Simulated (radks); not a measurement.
Problem. These are the eigenvalues of the occupied orbitals of an atom or ion with whole-number occupations (hartree). Method: Dirac Kohn-Sham, PBE, spin-unpolarised, spherical densities, point nucleus; computed with a radial shooting solver on a logarithmic mesh with Libxc functionals.

1s1/2: -3112.296
2s1/2: -763.1355
2p1/2: -752.9853

Which element is it, and in what charge state? The configuration may be excited. Open shells, if any, fill j = l - 1/2 first.

Solution. Z = 77, iridium, charge +72: Ir72+ in [He] 2s2 2p1. The list shows which subshells hold electrons but not how many an open one holds; the 1s level, -3112.3 hartree, gives Z - s = 78.9 by -(Z - s)^2/2, which with screening and relativity narrows Z to a few neighbours, and the depths of the outer levels then fix element, charge and occupations together.
